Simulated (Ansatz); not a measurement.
One change: `FC[SiH2]CBr` becomes `FC[SiH2]Br`.

Ansatz, PBE0-D4/def2-TZVP geometries, multiplicity 1. Each molecule was computed in one conformer, which needn't be the lowest.

Scalar relativity is left out up to krypton. Spin–orbit coupling is left out; it splits and shifts lone-pair levels of the heavy atoms by tenths of an eV.

```
                               property  `FC[SiH2]CBr`
     HOMO energy (PBE0/def2-TZVPP) / eV          -7.88
    HOMO–LUMO gap (PBE/def2-TZVPP) / eV           5.17
  HOMO–LUMO gap (B3LYP/def2-TZVPP) / eV           6.92
     LUMO energy (PBE0/def2-TZVPP) / eV          -0.46
HOMO–LUMO gap (ωB97M-V/def2-TZVPP) / eV          11.55
  HOMO energy (ωB97M-V/def2-TZVPP) / eV         -10.11
```

(1) Give the same properties after the change, and the shifts. (Best estimate.)

Results:

(1) Computed: 
```tsv
property	`FC[SiH2]Br`	shift
HOMO energy (PBE0/def2-TZVPP) / eV	-8.47	-0.59
HOMO–LUMO gap (PBE/def2-TZVPP) / eV	5.77	0.60
HOMO–LUMO gap (B3LYP/def2-TZVPP) / eV	7.59	0.67
LUMO energy (PBE0/def2-TZVPP) / eV	-0.42	0.04
HOMO–LUMO gap (ωB97M-V/def2-TZVPP) / eV	12.12	0.57
HOMO energy (ωB97M-V/def2-TZVPP) / eV	-10.70	-0.59
```

B3LYP here is the variant with VWN-RPA as its local correlation; programs differ in this.
